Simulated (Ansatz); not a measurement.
`CO[Si](O)(F)Cl` at its PBE0-D4/def2-TZVP geometry, where that method's forces vanish. Charge 0, multiplicity 1.

```xyz
10

C     1.4532    0.7484   -0.1835
O     0.2678    0.7083    0.5909
Si   -1.0401   -0.1602    0.2616
O    -0.6043   -1.6940   -0.0238
F    -1.8028    0.3993   -1.0129
Cl   -2.3158    0.0120    1.8230
H     1.2780    1.2576   -1.1351
H     1.8304   -0.2589   -0.3776
H     2.1995    1.3054    0.3829
H    -1.2658   -2.3179   -0.3255
```

Problem. What forces (eV/Å) does r2SCAN-D4/def2-TZVPP give on these atoms in Ansatz 0.2.0? (Best estimate.)

Solution. Ansatz gave: 
```
C1   0.261  0.004 -0.171
O2  -0.198  0.030  0.203
Si3 -0.026 -0.011  0.002
O4   0.056 -0.046 -0.005
F5  -0.027  0.037 -0.064
Cl6 -0.038  0.012  0.052
H7  -0.001 -0.004  0.004
H8  -0.002  0.007  0.001
H9  -0.011 -0.010 -0.014
H10 -0.014 -0.019 -0.007
```
